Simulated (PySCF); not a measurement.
Solvent effects on NMR parameters

Structure with atom numbers: `[OH:1][c:2]1[cH:3][cH:4][cH:5][c:6]2[c:7]1[CH2:8][CH2:9]2`; H(Xn) means a hydrogen on atom n.

GIAO PBE0/pcSseg-1 in PySCF 2.14.0 with density-fitted response routines on one PBE0-D3(BJ)/def2-SVP conformer, non-relativistic, equivalent nuclei averaged. Solvents enter as an IEF-PCM continuum (chloroform with ε = 4.7, acetone with ε = 20.5) around the gas-phase geometry. Shifts are referred to TMS computed in the same medium.

In chloroform, δ in ppm: C2 156.6, C6 154.6, C4 135.3, C7 133.0, C5 120.0, C3 116.9, C9 31.8, C8 29.1, H(C4) 7.31, H(C5) 6.85, H(C3) 6.64, H(O1) 4.57, H(C9) 3.20, H(C8) 3.19. Dipole moment 1.01 D.

Question: How does each δ change in the more polar medium?

Answer: 
```
atoms                                 environment  Δδ, acetone
   C2              aromatic carbon bearing oxygen         +0.3
   C6                 substituted aromatic carbon         +0.4
   C4                                 aromatic CH         +0.4
   C7                 substituted aromatic carbon         +0.2
   C5                                 aromatic CH         +0.2
   C3                                 aromatic CH         +0.7
   C9                 sp3 CH2 on an aromatic ring         +0.3
   C8                 sp3 CH2 on an aromatic ring         +0.1
H(C4)                  hydrogen on an aromatic CH        +0.06
H(C5)                  hydrogen on an aromatic CH        +0.05
H(C3)                  hydrogen on an aromatic CH        +0.13
H(O1)            hydrogen on a phenol-type oxygen        +0.30
H(C9)  hydrogen on an sp3 CH2 on an aromatic ring        +0.04
H(C8)  hydrogen on an sp3 CH2 on an aromatic ring        +0.01
```

Changes are relative to chloroform. The dipole moment becomes 1.09 D in acetone.

Question: Which of the listed nuclei move most (in ppm), and what does the model miss? (N and O are left out, as their reference compounds move with the solvent too.)

Answer: C3 (aromatic CH, +0.7 ppm) in acetone. A continuum only polarises the solute; specific hydrogen bonds, the anisotropy of aromatic solvents and changes of geometry or conformer are outside it.
